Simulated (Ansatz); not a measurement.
Species: SnO2 (charge 0, singlet). SMILES: [O]=[Sn]=[O]
Geometry: optimised at B3LYP-D3(BJ)/def2-TZVP (Ansatz, a first-principles code).

Wanted: atomisation energy, in kcal/mol. Set-up: atomisation electronic, to ground-state atoms; open shells spin-unrestricted; spin-orbit terms left out; def2 sets with scalar-relativistic core potentials past Kr; dispersion terms only where a functional's name holds one; STO-3G and 3-21G all-electron and non-relativistic. Ab initio and DFT rows: single points at B3LYP-D3(BJ) geometries (Ansatz). The Hartree-Fock reference of [O]=[Sn]=[O] is unstable towards a lower, spin-broken solution.

| species | coefficient | E at HF/STO-3G (Ansatz), Eh | E at wB97X-V/def2-TZVPD (Ansatz), Eh |
|---|---|---|---|
| [O]=[Sn]=[O] | -1 | -6110.77274 | -364.65847 |
| O atom | +2 | -73.80415 | -75.06921 |
| Sn atom | +1 | -5963.20613 | -214.22461 |

 1 Eh = 627.5095 kcal/mol.

Task: Compute it at each level from the table.

Result: 
- HF/STO-3G: the sum of coefficient times E is -0.04169 Eh, or -26.16 kcal/mol. Result: -26.2 kcal/mol.
- wB97X-V/def2-TZVPD: the sum of coefficient times E is 0.29544 Eh, or 185.39 kcal/mol. Result: 185.4 kcal/mol.
